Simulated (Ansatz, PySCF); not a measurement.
This PySCF input computes a PBE0/def2-TZVPD energy:

```python
from pyscf import gto, scf, dft

mol = gto.M(
    atom='''
    Si    0.03624753   -0.00224795   -0.00038559
    C     1.74691431    0.27111426   -0.65674999
    C    -0.91000799   -1.06499771   -1.21615305
    C    -0.77557033    1.66056093    0.28278668
    N     0.00371440   -0.83577797    1.52686630
    H     2.25625427   -0.43791702   -1.30280940
    H     2.36513628    1.11538700   -0.36560202
    H    -0.94834825   -0.59457679   -2.20099926
    H    -1.93361400   -1.22958076   -0.87432955
    H    -0.43628995   -2.04263141   -1.33818960
    H    -1.79370876    1.53724888    0.65705445
    H    -0.81771974    2.23885329   -0.64256682
    H    -0.21877667    2.25256755    1.01392047
    H     0.33367471   -0.35453170    2.35097382
    H     0.29190990   -1.80296703    1.56058041
    ''',
    basis='def2-tzvpd',
    charge=0,
    spin=1,
    verbose=4,
)

mf = dft.UKS(mol, xc='pbe0').density_fit(auxbasis='def2-universal-jkfit')
mf.grids.level = 3
mf.conv_tol = 1e-9
mf.max_cycle = 100
mf.max_memory = 1500
mf.kernel()
if not mf.converged:
    mf = mf.newton()
    mf.kernel(mf.make_rdm1())
for _ in range(2):
    mo, _, stable, _ = mf.stability(return_status=True)
    if stable:
        break
    mf.kernel(mf.make_rdm1(mo, mf.mo_occ))
mf.analyze()
```

Problem. Write an input for the same energy in Ansatz (a first-principles code) and say what it gives.

Solution. 
Ansatz 0.2 input:
```yaml
crystal:
  periodic: [false, false, false]
  atoms:
    - {symbol: Si, position_ang: [0.03624753, -0.00224795, -0.00038559]}
    - {symbol: C, position_ang: [1.74691431, 0.27111426, -0.65674999]}
    - {symbol: C, position_ang: [-0.91000799, -1.06499771, -1.21615305]}
    - {symbol: C, position_ang: [-0.77557033, 1.66056093, 0.28278668]}
    - {symbol: N, position_ang: [0.00371440, -0.83577797, 1.52686630]}
    - {symbol: H, position_ang: [2.25625427, -0.43791702, -1.30280940]}
    - {symbol: H, position_ang: [2.36513628, 1.11538700, -0.36560202]}
    - {symbol: H, position_ang: [-0.94834825, -0.59457679, -2.20099926]}
    - {symbol: H, position_ang: [-1.93361400, -1.22958076, -0.87432955]}
    - {symbol: H, position_ang: [-0.43628995, -2.04263141, -1.33818960]}
    - {symbol: H, position_ang: [-1.79370876, 1.53724888, 0.65705445]}
    - {symbol: H, position_ang: [-0.81771974, 2.23885329, -0.64256682]}
    - {symbol: H, position_ang: [-0.21877667, 2.25256755, 1.01392047]}
    - {symbol: H, position_ang: [0.33367471, -0.35453170, 2.35097382]}
    - {symbol: H, position_ang: [0.29190990, -1.80296703, 1.56058041]}
basis:
  gaussian:
    orbitals: def2-TZVPD
hamiltonian:
  xc: {name: PBE0}
magnetization: {spin_polarized: true, initial_magnetization: 1}
output: {forces: true}
```
It gives -464.32723 Eh, and PySCF -464.32733 Eh, a difference of 0.10 mEh, from the treatment of integrals and grids.

It need not be the lowest isomer of its formula.
